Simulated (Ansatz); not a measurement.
Basis sets compared for [GeCl3]- (GeCl3⁻). Total charge -1; singlet. Geometry PBE0-D4/def2-SVPD. Ansatz on 4 threads of Intel Xeon on a shared host; times are rough, and most runs start from earlier orbitals.

Cartesian coordinates in Å:
```
Ge -0.6933 0.4769 0.2017
Cl 1.1420 1.4815 -0.8144
Cl -0.9125 -1.3134 -1.2667
Cl 0.4638 -0.6450 1.8794
```

```json
{"level": "PBE-D4/def2-SVPD", "functions": "119", "energy (Eh)": "-3456.3029", "HOMO (eV)": "-1.68", "LUMO (eV)": "2.81", "wall time": "1.8 s"}
{"level": "PBE0-D4/def2-SVPD", "functions": "119", "energy (Eh)": "-3456.4624", "HOMO (eV)": "-2.67", "LUMO (eV)": "3.54", "wall time": "3.2 s"}
```

(1) Estimate the rows for PBE-D4/def2-TZVPD, PBE0-D4/def2-TZVPD.

Answers

(1) 
| level | functions | energy (Eh) | HOMO (eV) | LUMO (eV) | wall time |
| --- | --- | --- | --- | --- | --- |
| PBE-D4/def2-TZVPD | 192 | -3457.0193 | -1.59 | 2.80 | 3.8 s |
| PBE0-D4/def2-TZVPD | 192 | -3457.1746 | -2.58 | 3.47 | 6.5 s |
